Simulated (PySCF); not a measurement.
## How good is the calculation?

Mapped SMILES: `[F:1][c:2]1[cH:3][cH:4][cH:5][c:6]([F:7])[c:8]1[F:9]` (H(Xn): hydrogen on atom n).

The experiment to reproduce: δ ¹⁹F F1/F7 -135.4; F9 -161.8 ppm (measured; G. Saielli, R. Bini, A. Bagno, Computational 19F NMR. 2. Organic compounds, RSC Adv. 2014, ESI (exp. from Berger-Braun-Kalinowski 1994 and Everett 1995)).

- NMR shieldings at B3LYP/pcSseg-2/GIAO
- PBE0-D3(BJ)/def2-SVP geometry
- run in PySCF 2.14.0 with density-fitted response routines
- in vacuum, averaged over atoms made equivalent by symmetry, fast rotation or ring inversion, non-relativistic, single conformer

Task: How close does the calculation come?

Result: 
Reference values: measured (G. Saielli, R. Bini, A. Bagno, Computational 19F NMR. 2. Organic compounds, RSC Adv. 2014, ESI (exp. from Berger-Braun-Kalinowski 1994 and Everett 1995)).
| atoms | quantity | reference | computed |
| --- | --- | --- | --- |
| F1/F7 | δ ¹⁹F vs CFCl3 | -135.4 | -140.9 |
| F9 | δ ¹⁹F vs CFCl3 | -161.8 | -169.3 |

Computed shifts are σ(ref) − σ with the named reference compound (TMS for H and C) calculated as an isolated molecule at the same level.

Task: How far are the unscaled ¹⁹F shifts from the references?

Result: Mean signed difference -6.50 ppm, mean absolute 6.50 ppm over 2 comparisons; the largest is -7.5 ppm at F9 (aryl fluorine).
